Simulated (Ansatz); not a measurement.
The cluster KBi₄⁻ (the lowest singlet isomer of a short search), 5 atoms. Hardware: 4 threads of Arm Neoverse V2 on a shared host.

In the def2 sets Bi takes a core potential; there is no spin–orbit coupling. Correlated methods freeze 21 core orbitals; core or outer-core shells of K, Bi are correlated, in sets that lack core-valence functions.

(1) How many basis functions does each of these Ansatz runs have, and roughly what does it cost? r2SCAN-D4/def2-SVPD, charge -1 singlet, relaxation, 13 steps; MP2/def2-TZVPD, charge -1 singlet, energy, from earlier orbitals; CCSD(T)/def2-SVPD, charge -1 singlet, energy, from earlier orbitals; PBE0-D4/def2-TZVPD, charge -1 singlet, energy, from earlier orbitals; r2SCANh-D4/def2-TZVPD, charge -1 singlet, energy, from earlier orbitals; r2SCAN-D4/def2-TZVPD, charge -1 singlet, energy, from earlier orbitals; ωB97M-V/def2-TZVPD, charge -1 singlet, energy, from earlier orbitals; PBE-D4/def2-TZVPD, charge -1 singlet, energy and forces, from earlier orbitals; HF/def2-TZVPD, charge -1 singlet, energy, from earlier orbitals.

Results:

(1) Other jobs shared the machine, so times can vary by a factor of up to 3. A dash marks memory too small to be measured apart from the calling script's.

```
                                                                           run  functions  fitting or Cholesky vectors  wall time  peak host memory (GiB)
PBE-D4/def2-TZVPD, charge -1 singlet, energy and forces, from earlier orbitals        260                         1822        8 s                       –
               HF/def2-TZVPD, charge -1 singlet, energy, from earlier orbitals        260                         2745      8.5 s                     1.5
          PBE0-D4/def2-TZVPD, charge -1 singlet, energy, from earlier orbitals        260                         2167       16 s                     1.3
        r2SCAN-D4/def2-TZVPD, charge -1 singlet, energy, from earlier orbitals        260                         1822       16 s                    0.58
              MP2/def2-TZVPD, charge -1 singlet, energy, from earlier orbitals        260                         2449       18 s                     1.2
       r2SCANh-D4/def2-TZVPD, charge -1 singlet, energy, from earlier orbitals        260                         1886       19 s                     1.3
          ωB97M-V/def2-TZVPD, charge -1 singlet, energy, from earlier orbitals        260                         2047       40 s                     1.5
                  r2SCAN-D4/def2-SVPD, charge -1 singlet, relaxation, 13 steps        155                         1610       83 s                       –
           CCSD(T)/def2-SVPD, charge -1 singlet, energy, from earlier orbitals        155                         1887      2 min                     1.9
```
